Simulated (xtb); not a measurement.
Al(F)(Cl)(OEt) (C2H5AlClFO), SMILES CC[O][Al]([F])[Cl]. All values are semi-empirical tight-binding results from xtb (GFN2-xTB unless named), good for trends rather than for accurate numbers. The structure is a stationary point at GFN2-xTB. The values are those of a single conformer.

For metal compounds this method's bond lengths and energies can be far off.

```
Item                                           Value
-------------------------------------  -------------
point group as xtb finds it                       Cs
orbital gap                                  4.21 eV
zero-point energy                      45.8 kcal/mol
G − E(el) at 298.15 K (modified RRHO)  24.3 kcal/mol
```
